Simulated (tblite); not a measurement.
Compound: C₅H₃OS (doublet state).
SMILES: `c1([C]=O)cccs1`

Level: GFN2-xTB in tblite, geometry and Hessian alike; calculated harmonic values, unscaled, isolated species. Errors from tens to a few hundred cm⁻¹ against measured bands are possible. Open shells enter through the occupations alone, without spin polarisation, and single modes of such species can be off by tens of per cent.

Harmonic wavenumbers (cm⁻¹): 126.6, 140.3, 284.5, 347.2, 438.4, 477.2, 527.0, 620.0, 661.6, 682.6, 710.2, 828.6, 845.6, 1047.3, 1071.4, 1118.3, 1197.8, 1326.9, 1396.9, 1436.7, 2213.1, 3123.2, 3155.9, 3176.4.

A = 5201, B = 1761, C = 1316 MHz; mass 110.990 u (most abundant isotopes); point group Cs, symmetry number 1; spin multiplicity 2.

Q: Zero-point energy?

A: Half the sum of the wavenumbers: 13477 cm⁻¹ = 161.22 kJ/mol.

Q: Give the ideal-gas entropy at 400 K and 1 bar in the rigid-rotor, harmonic-oscillator model (classical rotation).

A: Translation 173.70, rotation 119.48, vibration 77.53, spin (R ln 2) 5.76: S = 376.5 J/(mol K).

Q: And Cp and H(400 K) − H(0)?

A: Cp = 128.00 J/(mol K), of which vibrations give 94.74 (their classical limit is 24 R = 199.5); H(400 K) − H(0) = 31.39 kJ/mol without the zero-point energy, 18.08 from vibrations.

Q: What must be added to the electronic energy to get the Gibbs energy at 400 K and 1 bar?

A: ZPE + [H(400 K) − H(0)] − T·S = 161.22 + 31.39 − 150.59 = 42.02 kJ/mol.

Q: Blend soft modes into free rotors: weight 1/[1 + (100 cm⁻¹/ν̃)⁴] for the oscillator and the rest for a rotor with moment μB/(μ + B), μ = h/(8π²ν), B = 10⁻⁴⁴ kg m². What vibrational entropy results?

A: 76.31 J/(mol K) in place of 77.53, which changes −T·S at 400 K by +0.49 kJ/mol.

Q: Which modes carry the vibrational entropy at 400 K?

A: 126.6 cm⁻¹: 14.93; 140.3 cm⁻¹: 14.09; 284.5 cm⁻¹: 8.48; 347.2 cm⁻¹: 6.99; 438.4 cm⁻¹: 5.34; 477.2 cm⁻¹: 4.77 J/(mol K); the other 18 give 22.94 together.

Q: How do the functions run with temperature in this model?

A: 
```json
{"T (K)": "150", "S (J/(mol K))": "285.4", "Cp (J/(mol K))": "64.2", "H − H(0) (kJ/mol)": "6.85", "G − H(0) (kJ/mol)": "-35.95", "ln q(vib)": "0.80"}
{"T (K)": "250", "S (J/(mol K))": "324.8", "Cp (J/(mol K))": "92.6", "H − H(0) (kJ/mol)": "14.70", "G − H(0) (kJ/mol)": "-66.51", "ln q(vib)": "1.92"}
{"T (K)": "298.15", "S (J/(mol K))": "342.2", "Cp (J/(mol K))": "105.2", "H − H(0) (kJ/mol)": "19.46", "G − H(0) (kJ/mol)": "-82.57", "ln q(vib)": "2.53"}
{"T (K)": "600", "S (J/(mol K))": "434.7", "Cp (J/(mol K))": "158.6", "H − H(0) (kJ/mol)": "60.31", "G − H(0) (kJ/mol)": "-200.50", "ln q(vib)": "6.62"}
{"T (K)": "900", "S (J/(mol K))": "504.4", "Cp (J/(mol K))": "184.4", "H − H(0) (kJ/mol)": "112.14", "G − H(0) (kJ/mol)": "-341.81", "ln q(vib)": "10.48"}
```

q(vib) and H(0) count from the zero-point level.

Hindered rotation and anharmonicity are outside this model.
